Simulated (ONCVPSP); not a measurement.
## An all-electron radial function and its pseudo partner (silicon)

Columns: radius, all-electron u(r) and pseudo u(r) of the 3s shell (level -19.10 eV) of silicon in the configuration [Ne] 3s2 3p1; LDA (Perdew-Wang 92), scalar-relativistic, ONCV scheme, ONCVPSP 4.0.1.

```
r (bohr)  all-electron  pseudo
   0.098        0.1366  0.0192
   0.195       -0.1266  0.0401
   0.292       -0.3121  0.0649
   0.390       -0.3624  0.0966
   0.488       -0.3094  0.1368
   0.585       -0.1972  0.1853
   0.682       -0.0574  0.2412
   0.780        0.0905  0.3033
   0.878        0.2316  0.3690
   0.975        0.3573  0.4362
   1.072        0.4657  0.5040
   1.170        0.5563  0.5707
   1.268        0.6285  0.6318
   1.365        0.6828  0.6828
   1.463        0.7220  0.7216
   1.560        0.7470  0.7469
   1.658        0.7601  0.7601
   1.755        0.7629  0.7629
   1.852        0.7571  0.7571
   1.950        0.7442  0.7442
   2.047        0.7257  0.7257
   2.145        0.7026  0.7025
   2.242        0.6763  0.6762
   2.340        0.6472  0.6472
   2.438        0.6165  0.6165
   2.535        0.5850  0.5850
```

How many radial nodes do the two functions have?

The all-electron 3s function has n − l − 1 = 2; the pseudo-wave has 0, since the states of the same l below it are removed with the core.

At about which radius was the pseudo-wave matched?

1.70 bohr. The columns agree to 0.0005 from 1.36 bohr on; several derivatives are matched, so the curves merge somewhat inside the radius.

Is the pseudo-wave norm-conserving?

Yes: the ONCV scheme keeps the norm inside the radius equal to the all-electron one, which fixes the energy derivative of the logarithmic derivative at the level.
